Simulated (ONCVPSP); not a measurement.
bromine (Br): one change to an ONCV potential, before and after

ONCVPSP 4.0.1 input, shortened (lines: element, Z, core and valence counts, functional; n l f; lmax; l rc ep ncon nbas qcut; lloc lpopt rc5 dvloc0; l nproj debl; icmod fcfact rcfact), Wu-Cohen, scalar-relativistic:

```
  Br 35.00    5    3  -118130      upf
    1    0    2.00
    2    0    2.00
    2    1    6.00
    3    0    2.00
    3    1    6.00
    3    2   10.00
    4    0    2.00
    4    1    4.00
    2
    0    1.35    0.00    4    8    4.90
    1    1.40    0.00    4    7    6.10
    2    0.55    0.00    4    8   15.80
    4    5    0.40   -1.00
    0    3    2.10
    1    2    2.90
    2    2    3.50
    0    0.00    0.00
```

All-electron outer shells of the reference configuration (Wu-Cohen, scalar-relativistic, ld1.x):

| shell | level (eV) | outermost node (bohr) | outermost maximum (bohr) |
| --- | --- | --- | --- |
| 3s | -248.98 | 0.23 | 0.48 |
| 3p | -184.58 | 0.21 | 0.48 |
| 3d | -77.93 | – | 0.43 |
| 4s | -30.44 | 0.67 | 1.41 |
| 4p | -17.49 | 0.70 | 1.62 |

Change: p: qcut 7.7.

Cutoffs: the cutoffs (Ha) at which the residual kinetic energy of the hardest occupied pseudo-wave falls to 1 and 0.1 mHa per electron; they do not see the model core or the augmentation charge, which bear on the density cutoff. Errors are all-electron minus pseudo energies relative to the spin-unpolarised reference configuration.

Q: How do hardness, ghosts and transferability respond?

A: The potential gets neither clearly harder nor softer (802 Ha and 1064 Ha → 802 Ha and 1064 Ha); both files keep a bound ghost (p, s); of the 4 tests that both files solve, the error grows in 2 and shrinks in 2 by more than 15 % and 0.3 meV (median size 2.4 → 3.4 meV).

```tsv
quantity	base	changed
cutoff, loose	802 Ha	802 Ha
cutoff, tight	1064 Ha	1064 Ha
loose cutoff by channel	s 14 Ha, p 13 Ha, d 802 Ha	s 14 Ha, p 13 Ha, d 802 Ha
bound ghosts	s, p	s, p
GHOST(+) flags under 300 eV	none	none
error for 3d10 4s2 4p5, meV [ΔE -12.56 eV]	+2.4	+1.9
error for 3d10 4s2 4p3, meV [ΔE 22.79 eV]	-2.4	-3.2
error for 3d10 4s2 4p2, meV [ΔE 56.85 eV]	-0.3	-3.6
error for 3d10 4s2 4p1, meV [ΔE 102.98 eV]	+14	+7.7
s: phases at 1.37 bohr within 0.05 rad from the reference energy up to (Ha; the scan ends near 5)	to the end of the scan	to the end of the scan
p: phases at 1.42 bohr within 0.05 rad from the reference energy up to (Ha; the scan ends near 5)	to the end of the scan	to the end of the scan
d: phases at 0.56 bohr within 0.05 rad from the reference energy up to (Ha; the scan ends near 5)	to the end of the scan	to the end of the scan
```

 A true bound ghost makes a file unfit for plane-wave use even where its test errors are small: the radial tests pick states by their node count and pass the ghost by.
